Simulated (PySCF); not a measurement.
Electron correlation in N⁺ (nitrogen, charge +1)

[He] 2s2 2p1 3d1, one real determinant (an excited configuration). Calculation: PySCF 2.14, in dyall-av3z; the non-relativistic Hamiltonian (point nucleus). Frozen: 1s2; 4 electrons correlated; the 13 highest virtual orbitals of each spin left out.

```csv
level,correlation energy (mhartree)
CCSD,-92.79
(T),-2.63
CCSD(T),-95.42
```

Diagnostics: T1 = 0.0065, D1 = 0.0141, largest double amplitude 0.131.

The real determinant used has ⟨L²⟩ near 8 against 12 for a pure F term, so it mixes terms. The outer electron is Rydberg-like, and this basis confines it to a smaller radius and binds it less than a complete one would.

Cost of the coupled-cluster step: about 14 core-seconds, for 4 correlated electrons.

The reference is one real determinant that mixes LS terms of this configuration.
